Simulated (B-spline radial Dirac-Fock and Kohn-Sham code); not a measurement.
Elastic and transport cross sections of samarium for electrons

Calculated with a radial B-spline solver, using relativistic (Dirac) partial waves in the static field of the Dirac-Fock atom with Furness-McCarthy exchange, without polarisation or absorption potentials. σ_tr1 and σ_tr2 weight the cross section with 1 − P₁ and 1 − P₂ of cos θ; "backward" is the share scattered beyond 90°.

```
energy (eV)  σ (a₀²)  σ_tr1 (a₀²)  σ_tr2 (a₀²)  σ/σ_tr1  backward (%)
        960     12.6         2.48         2.18     5.07           8.9
       1000     12.3         2.38         2.10     5.18           8.7
       1080     11.8         2.20         1.96     5.39           8.2
       1120     11.6         2.12         1.90     5.49           8.0
       1500     9.97         1.53         1.49     6.51           6.3
       1750     9.18         1.28         1.31     7.19           5.5
       2000     8.55         1.09         1.17     7.87           4.9
       2790     7.13        0.713        0.863     10.0           3.6
       3000        ?            ?            ?        ?             ?
       3720     6.07        0.486        0.649     12.5           2.7
```

Question: Fill in the row for 3 keV.

Answer: σ = 6.85 a₀², σ_tr1 = 0.648 a₀², σ_tr2 = 0.805 a₀², σ/σ_tr1 = 10.6, backward 3.4 %. The ratio σ/σ_tr1 is roughly the number of elastic collisions that randomise the direction.
